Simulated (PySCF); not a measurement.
Species: C₆H₅F.
Numbering: `[CH:1]#[C:2][C@H:3]1[C@H:4]2[C@H:5]([F:6])[C@@H:7]12` (hydrogens: H8 on C1; H9 on C3; H10 on C4; H11 on C5; H12 on C7)

Computed with PBE0-D3(BJ)/def2-SVP geometry optimisation, gas phase (PySCF).

**Question.** List the bond lengths, angles and torsions at this level.

**Answer.** 
```
          bond  length (Å)   order
         C1≡C2       1.212  triple
         C2–C3       1.450  single
  C3–C4, C3–C7       1.497  single
  C4–C5, C5–C7       1.484  single
         C5–F6       1.353  single
         C4–C7       1.485  single
         C1–H8       1.074  single
         C3–H9       1.097  single
C4–H10, C7–H12       1.089  single
        C5–H11       1.099  single
```

Bonds in one row agree within 0.01 Å and their mean is given. Orders are formal, as drawn. A selection of angles:
```
    angle  degrees
 C2–C1–H8    179.9
 C1–C2–C3    179.1
 C2–C3–C4    122.7
 C2–C3–H9    113.5
 C4–C3–C7     59.5
 C4–C3–H9    114.0
 C3–C4–C5     98.1
 C3–C4–C7     60.3
C3–C4–H10    130.7
 C5–C4–C7     60.0
C5–C4–H10    130.7
C7–C4–H10    133.4
 C4–C5–F6    115.5
 C4–C5–C7     60.0
C4–C5–H11    122.7
F6–C5–H11    111.6
```

Dihedral angles: C2–C3–C4–C5 63° (synclinal); C3–C4–C5–F6 155° (antiperiplanar); C4–C5–C7–C3 -49° (synclinal); C2–C3–C7–C5 -63° (synclinal); C3–C4–C7–C5 -121° (anticlinal).

The 3-membered ring C3–C4–C7 has internal angles of 59.5° to 60.3°. All internal angles of the 3-membered ring C4–C5–C7 are 60.0°. The 7 C–C bonds span 1.212 Å (C1≡C2, drawn triple) to 1.497 Å (C3–C4, drawn single), a spread of 0.285 Å. Of the pairs four or more bonds apart, C2···H11 is among the closest relative to their van der Waals radii: 2.68 Å, 92 % of the sum of Bondi's values.

Point group: Cs (every atom within 0.08 Å of its image). PBE0-D3(BJ)/def2-SVP frequencies: not computed here.
